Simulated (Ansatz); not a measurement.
Calculated with Ansatz (gas phase, PBE0-D4/def2-TZVP geometries, no zero-point term in ΔE). CCSD(T)/CBS adds triple-zeta CCSD(T) − MP2 to the extrapolated MP2 energy (def2 sets, frozen cores). DFT in def2-TZVPP. B3LYP here is the variant with VWN-RPA as its local correlation; programs differ in this. Elements past krypton have def2 core potentials. For Te outer-core shells are correlated without core-valence functions, which leaves a few kJ/mol of doubt a bond. One conformer a species, not always the lowest.

Reaction (ligand exchange at the Si–Te bond): `C=N[SiH2][TeH]` + `O[SiH3]` → `C=N[SiH2]O[SiH3]` + H₂Te

```tsv
level	ΔE (kcal/mol)	difference from CCSD(T)/CBS
PBE-D4	-8.1	3.8
r2SCAN-D4	-11.7	0.2
PBE0-D4	-9.6	2.3
B3LYP-D4	-13.4	-1.5
ωB97X-V	-13.3	-1.4
B2PLYP	-13.5	-1.6
PBE	-8.2	3.7
r2SCAN	-11.7	0.2
MP2/def2-TZVPP	-11.7	0.2
SCS-MP2/def2-TZVPP	-13.8	-1.9
CCSD/def2-TZVPP	-14.7	-2.8
CCSD(T)/def2-TZVPP	-13.6	-1.7
MP2/def2-QZVPP	-10.9	1.0
SCS-MP2/def2-QZVPP	-13.0	-1.1
HF/CBS(def2)	-19.4	-7.5
MP2/CBS(def2)	-9.9	2.0
CCSD(T)/CBS	-11.9	0
```

Largest T1 diagnostic among the species: 0.013.

From PBE to PBE0 (25 % exact exchange), in def2-TZVPP and without D4, ΔE moves by −1.5 kcal/mol. In def2-TZVPP, CCSD(T) changes the Hartree–Fock value by +5.2 kcal/mol (the triples alone add +1.1 kcal/mol) and MP2 by +7.1 kcal/mol.
